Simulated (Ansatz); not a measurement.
Consider the substitution at a C–C bond: `CC[CH2][ZnH]` + `C=NC(=N)O` → `C=NC(=N)OC` + `C[CH2][ZnH]`.

Program: Ansatz. Geometries: PBE0-D4/def2-TZVP. ΔE: electronic, gas phase. CCSD(T)/CBS is the MP2 limit (def2-TZVPP, def2-QZVPP) plus CCSD(T) − MP2 in def2-TZVPP, frozen cores. DFT in def2-TZVPP. B3LYP here is the variant with VWN-RPA as its local correlation; programs differ in this. For Zn outer-core shells are correlated without core-valence functions, which leaves a few kJ/mol of doubt a bond. Scalar relativity is left out up to krypton. One conformer a species, not always the lowest.

`CC[CH2][ZnH]`:

Cartesian coordinates in Å:
```
C 1.229 -0.712 0.232
C -0.193 -0.846 -0.285
C -0.830 0.496 -0.643
Zn -0.912 1.800 0.815
H 1.263 -0.131 1.161
H 1.682 -1.685 0.439
H 1.864 -0.197 -0.495
H -0.187 -1.504 -1.163
H -0.801 -1.363 0.466
H -0.272 0.959 -1.467
H -1.848 0.346 -1.022
H -0.996 2.837 1.961
```

`C=NC(=N)O`:

Cartesian coordinates in Å:
```
C -1.584 0.240 -0.111
N -0.640 -0.563 -0.365
C 0.667 -0.202 -0.003
N 1.673 -0.936 -0.205
O 0.803 1.000 0.587
H -1.443 1.207 0.376
H -2.594 -0.050 -0.396
H 1.374 -1.795 -0.656
H 1.745 1.100 0.772
```

`C=NC(=N)OC`:

Cartesian coordinates in Å:
```
C 1.719 1.089 0.988
N 1.002 0.126 1.385
C -0.019 -0.360 0.544
N -0.776 -1.318 0.872
O -0.132 0.265 -0.632
C -1.156 -0.214 -1.491
H 1.597 1.577 0.018
H 2.503 1.451 1.652
H -0.510 -1.635 1.799
H -1.104 0.401 -2.387
H -0.992 -1.265 -1.734
H -2.133 -0.117 -1.013
```

`C[CH2][ZnH]`:

```xyz
9

C    -0.240   -0.876   -0.689
C     0.058   -0.138    0.617
Zn    0.363    1.785    0.446
H    -1.137   -0.491   -1.181
H    -0.401   -1.947   -0.525
H     0.580   -0.784   -1.406
H     0.939   -0.574    1.101
H    -0.766   -0.284    1.325
H     0.605    3.307    0.311
```

```tsv
level	ΔE (kcal/mol)	difference from CCSD(T)/CBS
PBE-D4	10.8	-0.5
PBE0-D4	11.2	-0.1
ωB97X-V	10.2	-1.1
ωB97M-V	10.8	-0.5
r2SCAN	10.7	-0.6
PBE0	11.1	-0.2
B3LYP	9.4	-1.9
HF/def2-TZVPP	9.1	-2.2
MP2/def2-TZVPP	11.7	0.4
SCS-MP2/def2-TZVPP	10.7	-0.6
CCSD(T)/def2-TZVPP	10.9	-0.4
HF/def2-QZVPP	9.0	-2.3
MP2/def2-QZVPP	11.9	0.6
SCS-MP2/def2-QZVPP	10.9	-0.4
HF/CBS(def2)	9.0	-2.3
CCSD/CBS(def2)	11.3	0.0
CCSD(T)/CBS	11.3	0
```

Largest T1 diagnostic among the species: 0.015.

In def2-TZVPP, CCSD(T) changes the Hartree–Fock value by +1.8 kcal/mol (the triples alone add −0.0 kcal/mol) and MP2 by +2.6 kcal/mol.
